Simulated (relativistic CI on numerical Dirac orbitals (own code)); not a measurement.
**Calculated levels, Tb22+**

Computed by Dirac-Coulomb-Breit CI, orbitals from a KLI potential per configuration, model QED (radiative potential, 1s self-energy scaled to tabulated hydrogen-like ionisation energies), unscaled Slater integrals (own radial code, finite nucleus).

Configuration list (outside the closed core [Ar] 3d10): 4s2 4p6 4d7, 4s2 4p5 4d8, 4s2 4p6 4d6 4f, 4s 4p6 4d8, 4s2 4p5 4d7 4f, 4s2 4p6 4d6 5s, 4s 4p6 4d7 4f, 4s2 4p6 4d6 5p, 4s2 4p6 4d5 4f 5s, 4s2 4p6 4d6 5d, 4s2 4p5 4d7 5s, 4s2 4p6 4d5 5s 5p, 4s2 4p6 4d6 5f, 4s2 4p6 4d6 6s, 4s2 4p6 4d6 6p, 4s 4p6 4d7 5s, 4p6 4d8 4f, 4s2 4p6 4d6 7s, 4p6 4d9, 4p5 4d10, 4p5 4d9 4f, 4s2 4p6 4d5 5s2, 4s2 4p6 4d4 4f 5s2, 4s2 4p5 4d5 4f 5s2, 4s 4p6 4d5 4f 5s2, 4p6 4d8 5s, 4p5 4d9 5s, 4p5 4d8 4f 5s, 4p6 4d7 5s2, 4p5 4d8 5s2, 4p6 4d6 4f 5s2, 4p5 4d7 4f 5s2. Double excitations out of closed p, d and f shells are left out; levels of such configurations are missing from the list, as are those of other unlisted configurations, and high levels can miss mixing partners.

The lowest level is 4s2 4p6 4d7 4F_9/2, with 73 % of that term; Hund's rules for 4s2 4p6 4d7 give 4F with J = 9/2, in agreement.

```tsv
No.	Configuration	Term	J	E (eV)	%	Next component (%)	Landé g
1	4s2 4p6 4d7	4F	9/2	0.000	73	24 2G	1.267
2	4s2 4p6 4d7	2P	3/2	4.168	47	23 2D	1.203
3	4s2 4p6 4d7	2D	5/2	5.615	39	32 4F	1.214
4	4s2 4p6 4d7	4F	7/2	6.758	91	7 2G	1.210
5	4s2 4p6 4d7	2G	9/2	9.646	43	33 2H	1.094
6	4s2 4p6 4d7	4F	3/2	9.809	46	30 4P	0.920
7	4s2 4p6 4d7	4P	5/2	10.211	64	30 4F	1.403
8	4s2 4p6 4d7	4P	1/2	11.344	57	42 2P	1.810
9	4s2 4p6 4d7	2H	11/2	12.011	99	1 4s2 4p5 4d7 4f 2H	1.089
10	4s2 4p6 4d7	2G	7/2	13.387	69	27 2F	0.968
11	4s2 4p6 4d7	2F	5/2	16.123	78	19 2D	0.932
12	4s2 4p6 4d7	2D	5/2	17.102	54	36 4F	1.155
13	4s2 4p6 4d7	4P	3/2	17.211	39	31 4F	1.123
14	4s2 4p6 4d7	2H	9/2	19.191	63	32 2G	0.986
15	4s2 4p6 4d7	2P	1/2	19.319	57	42 4P	1.521
16	4s2 4p6 4d7	2F	7/2	21.179	71	23 2G	1.085
17	4s2 4p6 4d7	2D	3/2	21.247	70	21 2P	0.953
18	4s2 4p6 4d7	2D	5/2	29.130	82	13 2F	1.172
19	4s2 4p6 4d7	2D	3/2	29.300	74	11 4F	0.856
20	4p5 4d8(3F)	4G°	11/2	134.208	92	4 4s2 4p6 4d6 4f 4G°	1.264
21	4p5 4d8(3F)	4F°	9/2	136.171	54	19 2G°	1.260
22	4p5 4d8(3F)	2D°	5/2	136.221	54	17 2F°	1.171
23	4p5 4d8(3P)	2S°	1/2	137.664	33	30 2P°	1.349
24	4p5 4d8(1D)	2F°	7/2	137.857	56	28 4D°	1.213
25	4p5 4d8(3F)	4D°	7/2	139.240	41	18 4s2 4p6 4d6 4f 4D°	1.325
26	4p5 4d8(1D)	2P°	3/2	141.296	24	14 4S°	1.359
27	4p5 4d8(3F)	4G°	9/2	143.235	53	31 2G°	1.140
28	4p5 4d8(3F)	4F°	7/2	143.481	32	30 4D°	1.250
29	4p5 4d8(3F)	4D°	5/2	144.267	45	19 4s2 4p6 4d6 4f 4D°	1.229
30	4p5 4d8(3F)	2D°	3/2	144.327	43	28 4D°	0.983
```

Energies count from the lowest computed level; ° marks odd parity. Percentages are summed over parent terms; the parents shown are those of the largest component, closed shells are left out there.

The mean weight of the leading LS term, summed over parents, in these 30 levels is 58 %, and that of the leading jj configuration (from the same eigenvectors) 83 %, so jj coupling describes them better and the LS labels are nominal.

At this charge energies of transitions that change n are usually good to better than 1 %, and those within a shell (Δn = 0) to a few per cent. Terms inside the open d or f shell come out 10 to 20 % too wide with unscaled integrals.

LS names give the leading component of a level, which can be under half, so a name can repeat, a term be missing and a line seem to break the LS rules.
